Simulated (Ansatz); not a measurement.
Stepwise reaction of `[O]=[Nb]([F])([Cl])[Cl]` with water, as a gas-phase model of exchange steps in deposition or etching. ΔE in kJ/mol; ΔG adds harmonic PBE0-D4 terms to CCSD(T)/CBS, at 1 bar.

Computed with Ansatz on PBE0-D4/def2-TZVP structures; ΔE is electronic, products minus reactants. CCSD(T)/CBS is the MP2 limit (def2-TZVPP, def2-QZVPP) plus CCSD(T) − MP2 in def2-TZVPP, frozen cores. This one scheme is used for every species. Functionals use def2-TZVPP. B3LYP here is the variant with VWN-RPA as its local correlation; programs differ in this. Elements past krypton have def2 core potentials. For Nb outer-core shells are correlated without core-valence functions, which leaves a few kJ/mol of doubt a bond. Each species was taken in one conformer, which may not be the lowest.

```tsv
step	reaction	PBE-D4	B3LYP-D4	ωB97M-V	CCSD(T)/CBS	ΔG(500 K)
1	`[O]=[Nb]([F])([Cl])[Cl]` + H₂O → `[O]=[Nb]([OH])([F])[Cl]` + HCl	15.1	12.7	11.1	18.3	14.0
2	`[O]=[Nb]([OH])([F])[Cl]` + H₂O → `[O]=[Nb]([OH])([OH])[F]` + HCl	24.8	22.3	21.6	28.0	22.5
```

Problem. By hand: ΔE of the 2 steps together at CCSD(T)/CBS.

Solution. (18.3) + (28.0) = 46.3 kJ/mol, or 23.1 kJ/mol a step.

In ΔE each step is higher than the one before. All are uphill at CCSD(T)/CBS. ΔG lies between 14.0 and 22.5 kJ/mol a step. PBE-D4 differs from CCSD(T)/CBS by -3.2 to -3.2 kJ/mol a step. Isolated molecules leave out the surface, adducts and barriers. Largest T1 diagnostic: 0.022.
